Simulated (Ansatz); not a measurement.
`C=CN([SiH3])[SiH2]Cl` + `C[SiH3]` → `C=CC[SiH3]` + `[SiH3]N[SiH2]Cl`  (formal exchange of groups at a C–N bond)

Isolated molecules relaxed with PBE0-D4/def2-TZVP in Ansatz; ΔE leaves out vibrations. CBS: MP2 limit from def2 TZ/QZ plus the TZ coupled-cluster correction, frozen cores. This one scheme is used for every species. Functionals use def2-TZVPP. B3LYP here is the variant with VWN-RPA as its local correlation; programs differ in this. Each species was taken in one conformer, which may not be the lowest.

**Question.** Is it downhill or uphill in electronic energy at CCSD(T)/CBS, and by how much? (Estimate.)

**Answer.** The calculation gave: Downhill: ΔE = -21.1 kJ/mol.

**Question.** What do these levels give: PBE-D4, B3LYP-D4, ωB97X-V, PBE0, SCS-MP2/def2-TZVPP, HF/CBS(def2)? (Estimate.)

**Answer.** Computed: PBE-D4 -13.4, B3LYP-D4 -16.1, ωB97X-V -17.7, PBE0 -20.8, SCS-MP2/def2-TZVPP -20.9, HF/CBS(def2) -34.7 kJ/mol.

Largest T1 diagnostic among the species: 0.011.

In def2-TZVPP, CCSD(T) changes the Hartree–Fock value by +14.7 kJ/mol (the triples alone add +3.2 kJ/mol) and MP2 by +16.5 kJ/mol. The D4 term adds +9.1 kJ/mol with B3LYP and +4.9 kJ/mol with PBE0; it sums over pairs of atoms, weighted by their polarisabilities, and B3LYP, whose exchange is more repulsive, gets the larger term.
